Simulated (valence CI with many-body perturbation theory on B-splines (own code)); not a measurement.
**E1 line list for Sb²⁺**

Level of theory: configuration interaction combined with many-body perturbation theory (CI+MBPT): three valence electrons over a frozen Dirac-Fock core [Kr] 4d10, a basis of 11 s, 11 p, 10 d, 8 f, 5 g, 2 h functions for each j, with the one-electron correlation potential Σ1 (screened to all orders), the two-electron term Σ2, the three-electron term Σ3, Breit, model QED; selected single and double excitations, second order for the rest, scaled by the run's own slope (own B-spline code, finite nucleus).

Set against measurement, 16 paired levels are off by 231 cm⁻¹ on average, the worst by 795. These come from a selection out of Moore, Atomic Energy Levels, vol. III, NSRDS-NBS 35 (1971 reprint of NBS Circular 467, 1958), an old analysis. Levels without a partner in it may be off by more. 1 measured level below the end of the list, from 163388 cm⁻¹ on, found no clear computed partner, and computed levels of the same name lie up to 1286 cm⁻¹ from them.

Lines 101 to 150 of 570 in falling wavelength, among levels below 184044 cm⁻¹, chosen from the strongest by gf and those to the six lowest levels. Wavelengths and rates use the calculated energies, so an error of 200 cm⁻¹ moves a line at 795.5 nm by 1.6 % and its rate by three times that or more. Electric multipoles are in the length gauge, E1 and E2 with the static RPA response of the core. Weak lines are less certain than strong ones. Lines between different terms over intervals too small for the method are left out, as are lines whose strength nearly cancels. Where a level lies close to another of its J and parity, the split of strength between their lines is uncertain. The highest levels of a list are the least certain.

Names give the largest LS component (configuration and term), which can be under half, so a name can repeat, a term be missing and a line seem to break the LS rules; names also repeat where a configuration has a term twice. Letters in brackets count levels of one name in rising energy.

| λ vac (nm) | Upper | Lower | A (s⁻¹) | log gf | Branch % |
| --- | --- | --- | --- | --- | --- |
| 985.4 | 5s5p5d ⁴F°_7/2 | 5s²6d ²D_5/2 | 3.64e+05 | -1.37 | 0.1 |
| 968.9 | 5s²6f ²F°_7/2 | 5s²5g ²G_7/2 | 1.03e+05 | -1.93 | 0.0 |
| 968.8 | 5s²6f ²F°_7/2 | 5s²5g ²G_9/2 | 3.63e+06 | -0.39 | 0.8 |
| 959.9 | 5s²7d ²D_5/2 | 5s5p5d ⁴F°_7/2 | 2.39e+05 | -1.70 | 0.1 |
| 958.9 | 5s²5g ²G_7/2 | 5s5p5d ⁴F°_5/2 | 1.77e+05 | -1.71 | 0.0 |
| 948.3 | 5s5p6p ²P_1/2 | 5s5p5d ²D°_3/2 | 3.08e+06 | -1.08 | 1.1 |
| 927.4 | 5s²7g ²G_9/2 | 5s5p5d ²F°_7/2 | 1.44e+06 | -0.73 | 1.3 |
| 922.8 | 5s5p6p ⁴D_5/2 | 5s²8p ²P°_3/2 | 1.41e+05 | -1.97 | 0.0 |
| 918.4 | 5s5p6p ²P_3/2 | 5s²8p ²P°_1/2 | 3.26e+05 | -1.78 | 0.1 |
| 875.4 | 5s5p6p ²P_1/2 | 5s²8p ²P°_3/2 | 1.54e+06 | -1.45 | 0.5 |
| 866.8 | 5s5p6p ⁴D_1/2 | 5p³ ²P°_1/2 | 4.98e+05 | -1.95 | 0.2 |
| 850.2 | 5s5p6p ⁴P_3/2 | 5s5p5d ²D°_5/2 [b] | 4.96e+05 | -1.67 | 0.2 |
| 844.9 | 5s²6g ²G_9/2 | 5s5p5d ⁴D°_7/2 | 6.84e+05 | -1.14 | 0.4 |
| 843.3 | 5s5p6s ⁴P°_1/2 | 5s²6d ²D_3/2 | 6.15e+05 | -1.88 | 0.0 |
| 843.2 | 5s²8d ²D_3/2 | 5p³ ²P°_1/2 | 2.93e+05 | -1.90 | 0.1 |
| 824.1 | 5s5p6p ²P_3/2 | 5s5p6s ²P°_3/2 | 8.64e+05 | -1.45 | 0.3 |
| 795.5 | 5s²6p ²P°_1/2 | 5s5p² ²P_3/2 | 4.83e+06 | -1.04 | 1.9 |
| 794.1 | 5s²6h ²H°_9/2 | 5s²5g ²G_7/2 | 1.36e+08 | 1.11 | 97.8 |
| 794.0 | 5s²6h ²H°_9/2 | 5s²5g ²G_9/2 | 3.08e+06 | -0.54 | 2.2 |
| 794.0 | 5s²6h ²H°_11/2 | 5s²5g ²G_9/2 | 1.39e+08 | 1.20 | 100.0 |
| 793.7 | 5s²8s ²S_1/2 | 5s5p5d ⁴F°_3/2 | 1.86e+06 | -1.45 | 0.2 |
| 783.0 | 5s²8s ²S_1/2 | 5s²7p ²P°_3/2 | 6.46e+07 | 0.07 | 8.3 |
| 766.1 | 5s5p6p ²P_3/2 | 5s5p5d ²F°_5/2 | 3.45e+06 | -0.92 | 1.1 |
| 760.7 | 5s²8s ²S_1/2 | 5p³ ⁴S°_3/2 | 1.55e+07 | -0.57 | 2.0 |
| 753.8 | 5s5p6p ⁴P_3/2 | 5s²8p ²P°_3/2 | 5.33e+05 | -1.74 | 0.2 |
| 750.4 | 5s5p6p ⁴D_3/2 | 5p³ ²P°_1/2 | 4.81e+05 | -1.79 | 0.2 |
| 749.4 | 5s²7d ²D_3/2 | 5s5p5d ⁴F°_3/2 | 4.03e+05 | -1.87 | 0.1 |
| 743.0 | 5s²7d ²D_5/2 | 5s5p5d ⁴F°_3/2 | 2.33e+06 | -0.94 | 0.6 |
| 741.4 | 5s5p6p ²P_1/2 | 5s5p6s ²P°_3/2 | 3.93e+06 | -1.19 | 1.4 |
| 739.8 | 5s²7d ²D_3/2 | 5s²7p ²P°_3/2 | 1.35e+07 | -0.35 | 3.0 |
| 736.8 | 5s²8s ²S_1/2 | 5s²7p ²P°_1/2 | 4.18e+07 | -0.17 | 5.4 |
| 736.5 | 5s5p6s ⁴P°_3/2 | 5s²6d ²D_5/2 | 9.60e+05 | -1.51 | 0.0 |
| 733.5 | 5s²7d ²D_5/2 | 5s²7p ²P°_3/2 | 8.23e+07 | 0.60 | 20.6 |
| 731.5 | 5s²10s ²S_1/2 | 5s²8p ²P°_3/2 | 1.02e+07 | -0.79 | 3.5 |
| 719.9 | 5s²7d ²D_3/2 | 5p³ ⁴S°_3/2 | 3.44e+06 | -0.97 | 0.8 |
| 713.9 | 5s²7d ²D_5/2 | 5p³ ⁴S°_3/2 | 2.01e+07 | -0.04 | 5.0 |
| 712.1 | 5s²8d ²D_5/2 | 5s5p5d ²P°_3/2 [a] | 8.40e+05 | -1.42 | 0.4 |
| 711.7 | 5s²9p ²P°_1/2 | 5s²7d ²D_3/2 | 1.22e+06 | -1.73 | 1.2 |
| 703.4 | 5s²6p ²P°_3/2 | 5s5p² ²P_3/2 | 5.95e+05 | -1.75 | 0.2 |
| 702.7 | 5s²9p ²P°_3/2 | 5s²7d ²D_5/2 | 2.04e+06 | -1.22 | 3.6 |
| 701.3 | 5s5p6s ⁴P°_1/2 | 5s²7s ²S_1/2 | 7.99e+05 | -1.93 | 0.0 |
| 698.5 | 5s²7d ²D_3/2 | 5s²7p ²P°_1/2 | 9.18e+07 | 0.43 | 20.4 |
| 690.2 | 5s²10s ²S_1/2 | 5s²8p ²P°_1/2 | 7.41e+06 | -0.98 | 2.6 |
| 676.1 | 5s5p6p ⁴D_3/2 | 5s5p6s ⁴P°_5/2 | 6.97e+05 | -1.72 | 0.2 |
| 662.6 | 5s²9p ²P°_3/2 | 5s²8s ²S_1/2 | 5.08e+05 | -1.87 | 0.9 |
| 660.6 | 5s5p6p ²P_3/2 | 5p³ ²P°_1/2 | 3.23e+06 | -1.07 | 1.1 |
| 659.3 | 5s5p5d ⁴D°_3/2 | 5s²6d ²D_5/2 | 5.54e+05 | -1.84 | 0.0 |
| 658.9 | 5s5p6p ⁴D_5/2 | 5s5p5d ⁴P°_3/2 | 8.95e+05 | -1.46 | 0.3 |
| 656.4 | 5s5p5d ⁴P°_5/2 [a] | 5s²6d ²D_3/2 | 4.52e+05 | -1.76 | 0.0 |
| 653.9 | 5s5p5d ⁴D°_1/2 | 5s²6d ²D_3/2 | 1.19e+06 | -1.82 | 0.0 |

(1) How does gf follow from A for the line at 927.4 nm?

Answers

(1) gf = 1.4992 × (2J+1)_upper × A / σ², with σ = 10783 cm⁻¹ and 2J+1 = 10: gf = 0.185.
